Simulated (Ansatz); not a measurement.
Ansatz (an electronic-structure program) input file for W(O)(S)(OH)(NH2) (H₃NO₂SW), SMILES [O]=[W]([OH])(=[S])[NH2], multiplicity 1, PBE-D3(BJ)/def2-SVP. 

Ansatz 0.2 input:
```yaml
crystal:
  periodic: [false, false, false]
  atoms:
    - {symbol: W, position_ang: [-0.00927802, 0.16044344, 0.02345618]}
    - {symbol: O, position_ang: [1.12155868, 1.07330223, 0.92931796]}
    - {symbol: S, position_ang: [0.61426803, -1.89380807, -0.19866819]}
    - {symbol: O, position_ang: [-0.23151761, 0.97297298, -1.67603021]}
    - {symbol: H, position_ang: [-0.30582678, 0.52478915, -2.52887773]}
    - {symbol: N, position_ang: [-1.67199681, 0.17547918, 1.02703593]}
    - {symbol: H, position_ang: [-1.88522346, 0.87301690, 1.73794026]}
    - {symbol: H, position_ang: [-2.36701564, -0.56824715, 1.01831747]}
basis:
  gaussian:
    orbitals: def2-SVP
hamiltonian:
  xc: pbe
  dispersion: d3bj
relax: {f_tol: 0.002, max_steps: 200}
```

Log of the run:

```
WARN ansatz: RAYON_NUM_THREADS=1 ignored (pool sized by the plan → 1); use --threads N
Functional definition: PBE
integrals: 0.05 GiB planned
1144 factors; their error is unknown
mean field: 0.30 GiB planned
mean field evaluation 1: about -18262.8436 eV, gradient 1.0e2 eV
mean field evaluation 2: about -18014.4496 eV, gradient 3.1e2 eV
mean field evaluation 4: about -18278.0370 eV, gradient 4.7e1 eV
mean field evaluation 8: about -18282.2213 eV, gradient 3.1e0 eV
mean field evaluation 16: about -18282.1773 eV, gradient 1.6e-2 eV
mean field -18282.17730601 eV, -671.8576238908 hartree, gradient 1.3e-5 eV, S^2 0.000000; 0 other end points of the search recorded, 0 dependent functions left out
the calculation of the forces begins
reference -18282.17737160 eV, -671.8576263013 hartree; 28, 28 occupied and 79, 79 virtual orbitals, 1144 factors
relax step   1: F+E_penalty+E_count = -18282.38143785 eV  Δ(F+E_penalty+E_count) = +0.000e0 eV  max|allowed force component| = 4.257e-1 eV/Å  Δτ_max = 0.0000 Å  (33 SCF iters, accepted)
these checks for a lower state are left out or cut short: starts, cluster_reference, orbital_swaps, neighbouring_geometries, increment
integrals: 0.05 GiB planned
1144 factors; their error is unknown
mean field: 0.30 GiB planned
mean field -18282.18625819 eV, -671.8579528777 hartree, gradient 1.2e-5 eV, S^2 0.000000; 0 other end points of the search recorded, 0 dependent functions left out
the calculation of the forces begins
reference -18282.18632388 eV, -671.8579552916 hartree; 28, 28 occupied and 79, 79 virtual orbitals, 1144 factors
relax step   2: F+E_penalty+E_count = -18282.38959472 eV  Δ(F+E_penalty+E_count) = -8.157e-3 eV  max|allowed force component| = 1.790e-1 eV/Å  Δτ_max = 0.0158 Å  (34 SCF iters, accepted)
these checks for a lower state are left out or cut short: starts, cluster_reference, orbital_swaps, neighbouring_geometries, increment
integrals: 0.05 GiB planned
1144 factors; their error is unknown
mean field: 0.30 GiB planned
mean field evaluation 32: about -18282.2485 eV, gradient 1.9e-2 eV
mean field -18282.18713236 eV, -671.8579850026 hartree, gradient 1.3e-5 eV, S^2 0.000000; 0 other end points of the search recorded, 0 dependent functions left out
the calculation of the forces begins
reference -18282.18719803 eV, -671.8579874161 hartree; 28, 28 occupied and 79, 79 virtual orbitals, 1144 factors
relax step   3: F+E_penalty+E_count = -18282.39059432 eV  Δ(F+E_penalty+E_count) = -9.996e-4 eV  max|allowed force component| = 4.634e-2 eV/Å  Δτ_max = 0.0105 Å  (34 SCF iters, accepted)
these checks for a lower state are left out or cut short: starts, cluster_reference, orbital_swaps, neighbouring_geometries, increment
integrals: 0.05 GiB planned
1144 factors; their error is unknown
mean field: 0.30 GiB planned
mean field -18282.18746494 eV, -671.8579972248 hartree, gradient 1.6e-5 eV, S^2 0.000000; 0 other end points of the search recorded, 0 dependent functions left out
the calculation of the forces begins
reference -18282.18753064 eV, -671.8579996391 hartree; 28, 28 occupied and 79, 79 virtual orbitals, 1144 factors
relax step   4: F+E_penalty+E_count = -18282.39107232 eV  Δ(F+E_penalty+E_count) = -4.780e-4 eV  max|allowed force component| = 4.972e-2 eV/Å  Δτ_max = 0.0098 Å  (33 SCF iters, accepted)
these checks for a lower state are left out or cut short: starts, cluster_reference, orbital_swaps, neighbouring_geometries, increment
integrals: 0.05 GiB planned
1144 factors; their error is unknown
mean field: 0.30 GiB planned
mean field -18282.18777237 eV, -671.8580085226 hartree, gradient 1.6e-5 eV, S^2 0.000000; 0 other end points of the search recorded, 0 dependent functions left out
the calculation of the forces begins
reference -18282.18783810 eV, -671.8580109380 hartree; 28, 28 occupied and 79, 79 virtual orbitals, 1144 factors
relax step   5: F+E_penalty+E_count = -18282.39151197 eV  Δ(F+E_penalty+E_count) = -4.396e-4 eV  max|allowed force component| = 6.848e-2 eV/Å  Δτ_max = 0.0168 Å  (33 SCF iters, accepted)
these checks for a lower state are left out or cut short: starts, cluster_reference, orbital_swaps, neighbouring_geometries, increment
integrals: 0.05 GiB planned
1144 factors; their error is unknown
mean field: 0.30 GiB planned
mean field -18282.18807382 eV, -671.8580196009 hartree, gradient 1.6e-5 eV, S^2 0.000000; 0 other end points of the search recorded, 0 dependent functions left out
the calculation of the forces begins
reference -18282.18813958 eV, -671.8580220174 hartree; 28, 28 occupied and 79, 79 virtual orbitals, 1144 factors
relax step   6: F+E_penalty+E_count = -18282.39186041 eV  Δ(F+E_penalty+E_count) = -3.484e-4 eV  max|allowed force component| = 1.844e-2 eV/Å  Δτ_max = 0.0181 Å  (33 SCF iters, accepted)
these checks for a lower state are left out or cut short: starts, cluster_reference, orbital_swaps, neighbouring_geometries, increment
integrals: 0.05 GiB planned
1144 factors; their error is unknown
mean field: 0.30 GiB planned
mean field evaluation 64: about -18282.1881 eV, gradient 1.5e-5 eV
mean field -18282.18806508 eV, -671.8580192795 hartree, gradient 1.5e-5 eV, S^2 0.000000; 0 other end points of the search recorded, 0 dependent functions left out
the calculation of the forces begins
reference -18282.18813084 eV, -671.8580216961 hartree; 28, 28 occupied and 79, 79 virtual orbitals, 1144 factors
relax step   7: F+E_penalty+E_count = -18282.39188377 eV  Δ(F+E_penalty+E_count) = -2.336e-5 eV  max|allowed force component| = 8.559e-3 eV/Å  Δτ_max = 0.0080 Å  (33 SCF iters, accepted)
these checks for a lower state are left out or cut short: starts, cluster_reference, orbital_swaps, neighbouring_geometries, increment
integrals: 0.05 GiB planned
1144 factors; their error is unknown
mean field: 0.30 GiB planned
mean field -18282.18807413 eV, -671.8580196123 hartree, gradient 1.5e-5 eV, S^2 0.000000; 0 other end points of the search recorded, 0 dependent functions left out
the calculation of the forces begins
reference -18282.18813990 eV, -671.8580220290 hartree; 28, 28 occupied and 79, 79 virtual orbitals, 1144 factors
relax step   8: F+E_penalty+E_count = -18282.39188788 eV  Δ(F+E_penalty+E_count) = -4.104e-6 eV  max|allowed force component| = 1.187e-3 eV/Å  Δτ_max = 0.0019 Å  (34 SCF iters, accepted)
integrals: 0.05 GiB planned
1144 factors; their error is unknown
mean field: 0.30 GiB planned
mean field evaluation 96: about -18282.1881 eV, gradient 1.5e-5 eV
mean field -18282.18807413 eV, -671.8580196123 hartree, gradient 1.6e-5 eV, S^2 0.000000; 1 other end points of the search recorded, 0 dependent functions left out
the calculation of the forces begins
reference -18282.18813990 eV, -671.8580220290 hartree; 28, 28 occupied and 79, 79 virtual orbitals, 1144 factors
Total energy: -18282.39195364 eV, -671.8655120459 hartree
Atom 0 at    -0.001728     0.165344     0.022641 Å, force    -0.000581     0.000843    -0.000173 eV/Å
Atom 1 at     1.134373     1.078208     0.941840 Å, force     0.000768    -0.000009     0.000944 eV/Å
Atom 2 at     0.619365    -1.897021    -0.206323 Å, force     0.000274    -0.000799     0.000067 eV/Å
Atom 3 at    -0.200190     0.995300    -1.680042 Å, force    -0.000622     0.000441    -0.000266 eV/Å
Atom 4 at    -0.351600     0.495459    -2.503429 Å, force     0.000051    -0.000361    -0.000260 eV/Å
Atom 5 at    -1.670982     0.176358     1.019909 Å, force    -0.000526     0.000789     0.000915 eV/Å
Atom 6 at    -1.892946     0.875972     1.735962 Å, force     0.000544    -0.000851    -0.001187 eV/Å
Atom 7 at    -2.371323    -0.571671     1.001934 Å, force     0.000092    -0.000053    -0.000040 eV/Å
Dipole moment:    -0.853716     0.054679    -0.146981 e Å
```

The calculation finished and met its thresholds.

Cost: around 27 core-seconds (rough).
